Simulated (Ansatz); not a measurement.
Reaction (formal exchange of groups at a Ga–S bond): `[SH][Ga]([SH])[SH]` + `CCC` → `C[CH](C)[Ga]([SH])[SH]` + H₂S

Gas-phase electronic energies from Ansatz, PBE0-D4/def2-TZVP geometries. CBS: MP2 limit from def2 TZ/QZ plus the TZ coupled-cluster correction, frozen cores. This one scheme is used for every species. For Ga outer-core shells are correlated without core-valence functions, which leaves a few kJ/mol of doubt a bond. Scalar relativity is left out up to krypton. Each species was taken in one conformer, which may not be the lowest.

```csv
species,HF/def2-QZVPP energy (Eh)
`[SH][Ga]([SH])[SH]`,-3117.82758
`CCC`,-118.31654
`C[CH](C)[Ga]([SH])[SH]`,-2837.37635
H₂S,-398.71944
```

(1) Work out ΔE.

Largest T1 diagnostic among the species: 0.012.

Results:

(1) ΔE = (-2837.37635) + (-398.71944) − (-3117.82758) − (-118.31654) = 0.04833 Eh = +30.3 kcal/mol. CCSD(T)/CBS gives +23.6 kcal/mol.

Leaving LDA and LC-ωPBE aside and taking each functional with its dispersion term where it has one, the values, not all of them listed here, spread over 2.9 kcal/mol, from BLYP-D4 to B97M-V. LDA lies −2.4 kcal/mol from PBE without D4. From BLYP to BHLYP (50 % exact exchange), in def2-TZVPP and without D4, ΔE moves by +1.6 kcal/mol. In def2-TZVPP, CCSD(T) changes the Hartree–Fock value by −6.5 kcal/mol (the triples alone add −0.6 kcal/mol) and MP2 by −6.4 kcal/mol.
